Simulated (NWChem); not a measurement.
System: CH3AlCl2; SMILES [CH3][Al]([Cl])[Cl]

```xyz
7

Al     0.3430    -0.0006     0.0075
Cl    -0.7653    -1.7998    -0.0011
Cl    -0.7768     1.7917    -0.0011
C      2.2857     0.0130    -0.0009
H      2.6841     0.8361     0.6260
H      2.6540     0.1803    -1.0354
H      2.7046    -0.9489     0.3553
```
Atoms are numbered in this order, from 1.

Geometry: optimised at PBE-D3(BJ)/def2-SVP.

Q: List the 4 lowest vertical singlet excitations from B3LYP/6-31+G* (spherical d), TDA (NWChem).

A: 
```tsv
state	energy (eV)	oscillator strength	leading excitation (squared amplitude)
S1	6.27	0.006	HOMO → LUMO (0.82)
S2	6.40	0.000	HOMO−1 → LUMO (0.89)
S3	6.59	0.015	HOMO−1 → LUMO+1 (0.84)
S4	6.70	0.202	HOMO → LUMO+1 (0.78)
```
